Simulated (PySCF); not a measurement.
## 2p core levels of `[AlH3-][P+]1(c2ccsc2)C=C1`

Compound: C₆H₈AlPS.
Z-matrix (Å and degrees, PBE0-D3(BJ)/def2-SVP geometry), rows numbered from 1:
```
Al
P   1  2.5054
C   2  1.8061  1  120.44
C   3  1.4299  2  127.01  1  -174.47
C   4  1.3676  3  112.16  2   179.85
S   5  1.7191  4  111.82  3    -0.08
C   3  1.3779  2  120.68  1     5.39
C   2  1.8002  1  125.74  3   154.24
C   8  1.3126  2   68.55  1   105.53
H   1  1.6085  2   97.18  3   -22.79
H   1  1.6024  2   98.08  3  -142.75
H   1  1.6032  2   99.47  3    96.35
H   4  1.0910  3  124.10  2    -0.14
H   5  1.0895  4  128.00  3   179.94
H   7  1.0913  3  127.21  2     0.61
H   8  1.0901  2  146.81  9  -178.98
H   9  1.0903  2  146.76  8   178.97
```

Method used: PySCF 2.14.0, delta-SCF UKS SCAN, pcX-2 on the ionised atom, pcseg-1 elsewhere, spin-free X2C. Binding energies are ΔSCF values: E(core-ionised, relaxed orbitals) − E(ground state) at a fixed geometry, referred to the vacuum level. Spin–orbit coupling isn't in the SCF: each 2p doublet comes from a relaxed spin-free hole plus a matrix of the shell (mean-field spin–orbit coupling and the ground-state 2p splitting), with 2p3/2 averaged over its two sublevels. The splitting includes the ligand field, and 2p3/2 is the mean of two sublevels.

When a 2p electron fills a 1s hole, the emitted photon carries the energy difference of the two hole states (Kα1 from 2p3/2, Kα2 from 2p1/2), here at the ground state's geometry.

```
atom  Kα1 (eV)  Kα2 (eV)  2p3/2 binding energy (eV)
  P2   2013.69   2012.80                     137.29
```

Q: What are the 1s and 2p1/2 binding energies?

A: 1s = Kα1 + 2p3/2, and 2p1/2 = 1s − Kα2:

```tsv
atom	environment	1s (eV)	2p1/2 (eV)
P2	phosphorus bonded to Al and 3 C	2150.98	138.18
```

Q: And the 1s levels of the other atoms?

A: C3 (substituted aromatic carbon) 290.58 eV; C4 (aromatic CH carbon) 290.74 eV; C7 (aromatic CH next to a ring sulfur) 290.89 eV; C5 (aromatic CH next to a ring sulfur) 291.03 eV; C8/C9 (alkene CH carbon) 291.22 eV; Al1 (aluminium bonded to P and 3 H) 1565.10 eV; S6 (thiophene-type sulfur) 2478.22 eV.

One atom of each set of topologically equivalent atoms was ionised and stands for the set; in this conformer not all members are related by symmetry, and their own values weren't computed. Not every level is listed. Geometry: PBE0-D3(BJ)/def2-SVP, one conformer, isolated molecule.
